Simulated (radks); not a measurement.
The numbers below are computed, except where a source is named.
How relativity changes the ionisation of the copper ion Cu+ ([Ar] 3d10) to Cu2+ ([Ar] 3d9). Spin-unpolarised spherical Kohn-Sham, PBE, point nucleus unless stated (finite: rms radius 3.8823 fm), a radial shooting solver on a logarithmic mesh with Libxc functionals. A level marked "c x" has the speed of light scaled by that factor and shares open shells by 2j + 1; other Dirac levels either fill j = l - 1/2 first or share by 2j + 1.

level,E(Cu+) (hartree),E(Cu2+) (hartree),IE (eV),HOMO,<r> HOMO (bohr)
non-rel.,-1639.99952,-1639.20996,21.485,3d,1.009
scalar-rel.,-1654.54974,-1653.76578,21.332,3d,1.015
"scalar-rel., finite nucleus",-1654.54239,-1653.75844,21.332,3d,1.015
"Dirac, 2j+1 shares",-1654.60222,-1653.81824,21.333,3d5/2,1.019
"Dirac, low j first",-1654.60222,-1653.82265,21.213,3d5/2,1.019
"Dirac, 2j+1 shares, finite nucleus",-1654.59487,-1653.81089,21.333,3d5/2,1.019
"Dirac, c x 1.5",-1646.40992,-1645.62288,21.416,3d5/2,1.013
"Dirac, c x 5",-1640.57137,-1639.78204,21.479,3d5/2,1.010
"Dirac, c x 100",-1640.00094,-1639.21139,21.485,3d5/2,1.009

NIST Atomic Spectra Database: 20.292 eV (measured). The relativistic part of the total energy of Cu+ is -14.6 hartree (Dirac, 2j+1 shares, finite nucleus), 0.89 % of the non-relativistic value. Spin polarisation and multiplet splitting of open shells are left out at every level.

Beside tabulated values, note that spin-unpolarised runs miss the spin-polarisation part of the exchange energy of open shells.
